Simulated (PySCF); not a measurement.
Isomers of C5H9N3Si, one conformer each; single-point electronic energies without zero-point terms and without any empirical dispersion term.

Level: PBE0/pcSseg-1 in PySCF, non-relativistic, each on one gas-phase PBE0-D3(BJ)/def2-SVP geometry that isn't relaxed in the solvent. The solvent is an IEF-PCM continuum (cavity from Bondi-type radii × 1.2). The model holds no explicit solvent molecules, cavitation or dispersion.

| isomer | relative energy, gas (kcal/mol) | dipole (D) |
| --- | --- | --- |
| `[SiH3]n1nncc1C1CC1` | 0.0 | 4.91 |
| `C=CCn1ncc([SiH3])n1` | 4.8 | 1.10 |

Q: How do the relative energies look in methanol (ε = 32.61)?

A: 
| isomer | relative energy, solvent (kcal/mol) | E(solvent) − E(gas) (kcal/mol) | dipole in solvent (D) |
| --- | --- | --- | --- |
| `[SiH3]n1nncc1C1CC1` | 0.0 | -8.0 | 6.56 |
| `C=CCn1ncc([SiH3])n1` | 7.5 | -5.3 | 1.12 |

The order is unchanged. Conformers: `[SiH3:1][n:2]1[n:3][n:4][cH:5][c:6]1[CH:7]1[CH2:8][CH2:9]1` with C5–C6–C7–C8 105°; `[CH2:1]=[CH:2][CH2:3][n:4]1[n:5][cH:6][c:7]([SiH3:8])[n:9]1` with C1–C2–C3–N4 -126°, C2–C3–N4–N5 -73°. `[SiH3]n1nncc1C1CC1` gains most from the continuum, and it has the largest gas-phase dipole. The gains span 2.7 kcal/mol, the gas-phase energies 4.8 kcal/mol.
